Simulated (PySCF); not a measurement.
# Two-component Hartree-Fock for Mn+ (manganese, charge +1)

Start: [Ar] 3d5 4p1; 3d5/2 filled at m_j = -3/2, -1/2, +1/2, +3/2, +5/2; 4p3/2 filled at m_j = +3/2. Calculated with PySCF 2.14 in x2c-TZVPall-2c with one added diffuse shell each of s, p, d type (7s8p5d1f, 63 functions): generalised Hartree-Fock with the X2C-1e Hamiltonian and a Gaussian nucleus; one run each with spin-orbit coupling (SO) switched off, then screened by Boettger's factors. This is a chosen level, not necessarily the ground level.

```tsv
spinor shell	electrons	ε, spin-free (eV)	ε, screened SO (eV)	weight of nominal j (screened SO)	rms radius, screened SO (bohr)
1s1/2	2	-6608.0	-6607.9	1.000	0.0703
2s1/2	2	-812.84	-812.84	1.000	0.302
2p1/2	2	-686.50	-693.96	0.977	0.272
2p3/2	4	-686.50	-682.86	0.989	0.274
3s1/2	2	-114.96	-114.97	1.000	0.917
3p1/2	2	-77.294	-77.702	0.665	0.983
3p3/2	4	-77.294	-77.123	0.832	0.988
3d5/2	5	-26.656	-26.671	0.593	1.27
4p3/2	1	-10.411	-10.390	1.000	3.86
```

| quantity | spin-free | screened SO |
| --- | --- | --- |
| E (hartree) | -1156.97959 | -1156.99418 |
| M_J | 4 | 4 |
| ⟨J²⟩ | 20.002 | 20.002 |
| ⟨L²⟩ | 2.001 | 2.004 |
| ⟨S²⟩ | 12.001 | 11.999 |

Each row is a mean over spinors that exchange with the open shell spreads, by up to 14.209 eV (3p3/2).

Rows whose weight is well below 1 are mixtures of j = l ± 1/2: exchange outweighs spin-orbit coupling there, and the label is only the starting occupation.

Without spin-orbit coupling the j labels of p, d and f shells carry no meaning; the spin-free column gives the mean over the occupied spinors of each nl shell.
